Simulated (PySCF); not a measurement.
## How methods differ on the ionisation energy of Er⁵²⁺

Er⁵²⁺ [Ne] 3s2 3p4 [3p1/2^2 3p3/2^2, M_J = 2] → Er⁵³⁺ [Ne] 3s2 3p3 [3p1/2^2 3p3/2^1, M_J = 3/2], as a difference of total energies. All numbers are calculated (PySCF 2.14, the two-component X2C-1e Hamiltonian, in an even-tempered Gaussian basis (18 s from 14 bohr⁻², ratio 2.4; 14 p from 18 bohr⁻², ratio 2.4; 4 d from 66 bohr⁻², ratio 2.6; 4 f from 99 bohr⁻², ratio 2.6)). Correlated levels: 1s2 frozen; the 54 highest virtual spinors dropped. "Screened" scales the spin-orbit matrix elements by Boettger's factors to mimic the two-electron term; Breit and QED terms are absent.

| method | ionisation energy (eV) |
| --- | --- |
| GHF (spin-free) | 4924.3 |
| GMP2 (spin-free) | 4925.7 |
| GHF (screened spin-orbit) | 4869.8 |
| GMP2 (screened spin-orbit) | 4870.1 |

Breit and QED terms and the two-electron picture change are absent.

The spin-free rows relax to the high-spin LS determinant and lack the spin-orbit shift.

The labels give the starting determinants; with spin-orbit coupling the two ends relaxed to ⟨J²⟩ = 6.00, ⟨L²⟩ = 3.26, ⟨S²⟩ = 1.41 and ⟨J²⟩ = 3.75, ⟨L²⟩ = 2.54, ⟨S²⟩ = 1.51.

For comparison: 4866 ± 4 eV (theoretical estimate listed by NIST; NIST Atomic Spectra Database, ionization energies).
